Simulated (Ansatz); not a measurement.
One change: `C[Si](Cl)(Cl)Cl` becomes `C[Si](C)(Cl)Cl`.

Ansatz, PBE0-D4/def2-TZVP geometries, multiplicity 1. 

```json
{"property": "size of the dipole moment (B3LYP/def2-TZVPP) / D", "`C[Si](Cl)(Cl)Cl`": "1.92"}
{"property": "HOMO energy (ωB97M-V/def2-TZVPP) / eV", "`C[Si](Cl)(Cl)Cl`": "-11.40"}
{"property": "HOMO energy (PBE/def2-TZVPP) / eV", "`C[Si](Cl)(Cl)Cl`": "-7.73"}
{"property": "HOMO–LUMO gap (B3LYP/def2-TZVPP) / eV", "`C[Si](Cl)(Cl)Cl`": "8.87"}
{"property": "size of the dipole moment (ωB97M-V/def2-TZVPP) / D", "`C[Si](Cl)(Cl)Cl`": "1.92"}
{"property": "HOMO–LUMO gap (PBE/def2-TZVPP) / eV", "`C[Si](Cl)(Cl)Cl`": "6.98"}
```

Q: Give the same properties after the change, and the shifts. (Best estimate.)

A: Ansatz gave: 
```json
{"property": "size of the dipole moment (B3LYP/def2-TZVPP) / D", "`C[Si](C)(Cl)Cl`": "2.33", "shift": "0.41"}
{"property": "HOMO energy (ωB97M-V/def2-TZVPP) / eV", "`C[Si](C)(Cl)Cl`": "-10.85", "shift": "0.55"}
{"property": "HOMO energy (PBE/def2-TZVPP) / eV", "`C[Si](C)(Cl)Cl`": "-7.28", "shift": "0.45"}
{"property": "HOMO–LUMO gap (B3LYP/def2-TZVPP) / eV", "`C[Si](C)(Cl)Cl`": "9.01", "shift": "0.14"}
{"property": "size of the dipole moment (ωB97M-V/def2-TZVPP) / D", "`C[Si](C)(Cl)Cl`": "2.32", "shift": "0.40"}
{"property": "HOMO–LUMO gap (PBE/def2-TZVPP) / eV", "`C[Si](C)(Cl)Cl`": "7.26", "shift": "0.28"}
```

With PBE0 the HOMO rises by 0.54 eV and the LUMO rises by 0.67 eV, so the gap widens by about 0.13 eV. PBE moves the HOMO by 0.45 eV and ωB97M-V by 0.55 eV. The zero-point energy changes by 91.9 kJ/mol with +9 modes. Dipoles are sizes alone; their direction can turn.

B3LYP here is the variant with VWN-RPA as its local correlation; programs differ in this.
